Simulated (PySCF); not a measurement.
Species: (OH)3Hf-NH-SiH3 (singlet state).
Bonds: Hf1–O2, Hf1–O3, Hf1–O4, Hf1–N5, N5–Si6. Hydrogens: H7 on O2; H8 on O3; H9 on O4; H10 on N5; H11, H12, H13 on Si6.

A GFN2-xTB structure with every atom displaced at random (by about 0.03 Å) was refined with PySCF 2.14.0, PBE0-D3(BJ)/def2-SVP geometry optimisation, gas phase, def2 core potentials past Kr. Values at the start:

```json
{"coordinate": "Hf1–O2", "start": "1.964 Å"}
{"coordinate": "Hf1–O4", "start": "1.823 Å"}
{"coordinate": "Hf1–N5", "start": "2.053 Å"}
{"coordinate": "O2–H7", "start": "0.933 Å"}
{"coordinate": "N5–Si6", "start": "1.710 Å"}
{"coordinate": "N5–H10", "start": "0.967 Å"}
{"coordinate": "Si6–H11", "start": "1.482 Å"}
{"coordinate": "Hf1–N5–Si6", "start": "107.5°"}
{"coordinate": "O2–Hf1–O3", "start": "104.6°"}
{"coordinate": "O2–Hf1–O4", "start": "106.8°"}
{"coordinate": "O2–Hf1–N5", "start": "104.5°"}
{"coordinate": "O3–Hf1–N5", "start": "115.0°"}
{"coordinate": "O2–Hf1–N5–Si6", "start": "-50°"}
```

**Question.** How do these coordinates change at the PBE0-D3(BJ)/def2-SVP level?

**Answer.** 
| coordinate | PBE0-D3(BJ)/def2-SVP (Å or °) | change |
| --- | --- | --- |
| Hf1–O4 | 1.931 | +0.108 |
| N5–H10 | 1.020 | +0.053 |
| Hf1–O2 | 1.930 | -0.034 |
| N5–Si6 | 1.733 | +0.023 |
| O2–H7 | 0.953 | +0.020 |
| Si6–H11 | 1.500 | +0.018 |
| Hf1–N5 | 2.066 | +0.013 |
| Hf1–N5–Si6 | 127.0 | +19.5 |
| O3–Hf1–N5 | 105.0 | -10.0 |
| O2–Hf1–O3 | 112.3 | +7.7 |
| O2–Hf1–N5 | 108.7 | +4.2 |
| O2–Hf1–O4 | 109.8 | +3.0 |
| O2–Hf1–N5–Si6 | -55 | -5 |

The energy falls by 1.631 eV over 24 energy and gradient evaluations, the largest force component goes from 0.0793 to 3.6e-04 Eh/bohr, and the atoms move by 0.696 Å rms after alignment. The bond that changes most is Hf1–O4 (ends: hafnium bonded to N and 3 O; oxygen bonded to Hf and H), which lengthens by 0.108 Å. Bonds longer at the end by more than 0.005 Å: 9 of 12; shorter: 3. Among the dihedrals that turn most is Hf1–N5–Si6–H13, from -160° to -123°. Rotational constants go from 3100, 1148, 1143 to 2614, 1000, 988.2 MHz.

The run used 141 basis functions and 167 SCF cycles in all.

No frequency check.
